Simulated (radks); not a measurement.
Removal energies from the thulium ion Tm11+, [Kr] 4d10 4f10 5s2, by Delta-SCF beside the eigenvalue of the level emptied. Calculated with a radial shooting solver on a logarithmic mesh with Libxc functionals: non-relativistic Kohn-Sham, PBE, spin-polarised, spherical densities, point nucleus. Open shells are filled with parallel spins first.

| removed from | final configuration | Delta-SCF (eV) | -eigenvalue (eV) |
|---|---|---|---|
| 4f | [Kr] 4d10 4f9 5s2 | 218.65 | 203.50 |
| 5s | [Kr] 4d10 4f10 5s1 | 223.82 | 214.67 |
| 4d | [Kr] 4d9 4f10 5s2 | 389.72 | 373.59 |
| 4p | [Ar] 3d10 4s2 4p5 4d10 4f10 5s2 | 523.10 | 506.62 |
